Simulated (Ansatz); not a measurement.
Relaxation of BFH$_{4}$O$_{2}$Si (9 atoms, charge 0, multiplicity 1), to a largest force component of 0.015 eV/Å in at most 40 steps.

All numbers below come from RKS r2SCANh-D4/def2-SVP in Ansatz 0.2.0.

```xyz
9
Properties=species:S:1:pos:R:3:forces:R:3
O -1.733 0.950 0.747 2.40 1.60 -2.75
B -0.489 1.176 0.085 1.07 -0.58 0.12
F -0.126 0.371 -1.036 -0.94 2.07 2.73
O 0.487 2.188 0.542 -3.01 -2.03 -1.63
Si 0.058 3.656 -0.193 0.18 -0.12 -0.57
H -1.618 0.328 1.432 0.02 -1.22 1.41
H 0.211 3.494 -1.682 -0.11 0.02 0.23
H 0.986 4.702 0.225 0.26 0.31 0.34
H -1.364 4.022 0.086 0.12 -0.06 0.11
```

Q: Where does it end, and by what steps?

A: The run converged. After 27 steps the energy has fallen by 1.366 eV; O4 moved furthest, 1.36 Å.

```
step  energy less start (eV)  largest force component (eV/Å)  accepted
   0                  0.0000                           3.012       yes
   1                 -0.4786                           1.653       yes
   2                 -0.6760                           1.181       yes
   3                 -0.7772                           0.668       yes
   4                 -0.8614                           0.267       yes
   5                 -0.9023                           0.487       yes
   6                 -1.0032                           1.290       yes
   7                 -1.2365                           0.360       yes
   8                 -1.2558                           0.433       yes
   9                 -1.3003                           0.638       yes
  10                 -1.2957                           0.894        no
  11                 -1.3281                           0.196       yes
  12                 -1.3395                           0.155       yes
  13                 -1.3447                           0.083       yes
  14                 -1.3483                           0.044       yes
  15                 -1.3449                           0.267        no
  16                 -1.3508                           0.090       yes
  17                 -1.3540                           0.137       yes
  18                 -1.3525                           0.331        no
  19                 -1.3565                           0.107       yes
  20                 -1.3589                           0.148       yes
  21                 -1.3596                           0.328       yes
  22                 -1.3623                           0.151       yes
  23                 -1.3644                           0.065       yes
  24                 -1.3645                           0.079       yes
  25                 -1.3651                           0.041       yes
  26                 -1.3653                           0.032       yes
  27                 -1.3655                           0.005       yes
```

```xyz
9
Properties=species:S:1:pos:R:3
O -1.090 1.240 1.188
B -0.451 1.036 0.010
F -0.258 -0.205 -0.439
O -0.001 2.076 -0.722
Si -0.093 3.720 -0.415
H -1.364 0.423 1.616
H 0.537 4.404 -1.572
H 0.646 4.051 0.833
H -1.514 4.142 -0.289
```

Whether the end is a true minimum wasn't checked by a vibrational analysis.

Time of the run: 66 s on 2 threads of Intel(R) Xeon(R) 6975P-C (Granite Rapids), with other jobs on the host, peak memory 0.23 GiB.
